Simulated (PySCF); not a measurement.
# Simulated absorption spectrum

Species: C6H5ClOS.
SMILES: `Cc1ccsc1C(=O)Cl`

The calculation used PySCF, TDDFT CAM-B3LYP/def2-SVPD, vertical, gas phase, core orbitals frozen in the response. One conformer (not necessarily the lowest) at the GFN2-xTB geometry, without solvent, vibrations or thermal averaging. Torsions of this conformer, `[CH3:1][c:2]1[cH:3][cH:4][s:5][c:6]1[C:7](=[O:8])[Cl:9]`: S5–C6–C7–O8 180°.

Broadening: Gaussians 0.25 eV wide at half height, area fixed by f = 4.319×10⁻⁹ ∫ε dν̃. The width is an assumption, not a result. The curve ends short of the highest state used, and states not computed would add to its high-energy end.

λ (nm), ε (L mol⁻¹ cm⁻¹) and a bar:
```
    196.6       1622 #
    198.7        763 #
    200.8        294 
    202.9        118 
    204.9         65 
    207.0         41 
    209.1         23 
    211.2         10 
    213.3          3 
    215.3          1 
    217.4          0 
    219.5          0 
    221.6          0 
    223.6          0 
    225.7          0 
    227.8          0 
    229.9          0 
    231.9          1 
    234.0          4 
    236.1         21 
    238.2         94 
    240.2        336 
    242.3       1057 #
    244.4       2788 ##
    246.5       6212 #####
    248.6      11799 ##########
    250.6      18867 ################
    252.7      26798 ######################
    254.8      33112 ############################
    256.9      35797 ##############################
    258.9      34221 #############################
    261.0      28937 ########################
    263.1      21734 ##################
    265.2      14567 ############
    267.2       8990 ########
    269.3       4889 ####
    271.4       2404 ##
    273.5       1074 #
    275.5        458 
    277.6        172 
    279.7         59 
    281.8         19 
    283.9          6 
    285.9          2
```

(1) Where are the band maxima, and which computed states make them?

(2) Coming from long wavelengths, where does ε first pass 100 L mol⁻¹ cm⁻¹?

(3) On this curve, what absorbance would a 10⁻⁵ mol/L sample give at 280 nm over a 1 cm path?

Answers

(1) 257 nm (4.82 eV), ε about 36000, made up of S2 (75%) and S3 (25%) (ε in L mol⁻¹ cm⁻¹; maxima over ε = 5, shares over 10%). At its high-energy end, 6.31 eV, the curve is still rising (ε about 1700, from S5 and S6). The states used: S1 4.71 eV (f 0.0001); S2 4.81 eV (f 0.251); S3 4.87 eV (f 0.093); S4 6.06 eV (f 0.0004); S5 6.29 eV (f 0.0019); S6 6.43 eV (f 0.025); S7 6.52 eV (f 0.0000); S8 6.91 eV (f 0.022).

(2) At about 279 nm (4.45 eV), 0.26 eV below S1.

(3) 280 nm is 4.428 eV, where ε is about 50 L mol⁻¹ cm⁻¹, so A = ε c l ≈ 0.0005 (Beer–Lambert, with the gas-phase spectrum and the assumed width).

The run took 93 s wall on an Intel Xeon Platinum 8488C with one thread, no GPU (shared host), and the process peaked at 1.1 GiB of memory.
